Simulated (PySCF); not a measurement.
## Iodine: a sound run and one with changed settings

Sound run: I⁺ [Kr] 4d10 5s2 5p4, I²⁺ [Kr] 4d10 5s2 5p3. All numbers are calculated (PySCF 2.14, scalar relativity by spin-free X2C-1e, in x2c-SVPall). In the sound run the correlated levels freeze [Kr] 4d10. The sound run starts from symmetry-adapted Hartree-Fock orbitals and uses a fine grid where one is needed.

Changed run: basis STO-3G, all-electron and non-relativistic. This setting is unsound on purpose.

```tsv
species	method	sound run (hartree)	changed run (hartree)	converged
I⁺	UHF	-7111.54266	-6850.40437	yes
I⁺	PBE	-7113.96438	-6851.84251	yes
I⁺	BP86	-7115.19616	-6852.95186	yes
I⁺	MP2	-7111.59973	-6850.40437	yes
I²⁺	UHF	-7110.89091	-6849.78965	yes
I²⁺	PBE	-7113.27384	-6851.17195	yes
I²⁺	BP86	-7114.49763	-6852.27596	yes
I²⁺	MP2	-7110.93421	-6849.78965	yes
```

Ionisation energy of I⁺:

```
 method  sound run (eV)  changed run (eV)
    UHF          17.735            16.727
    PBE          18.791            18.247
   BP86          19.008            18.392
    MP2          18.110            16.727
SCS-MP2          18.115            16.727
```

A minimal basis cannot let orbitals breathe on ionisation and holds almost no correlation. The Hamiltonian changed with the basis, so the totals do not compare.

For comparison, NIST gives 19.131 eV between the lowest levels.
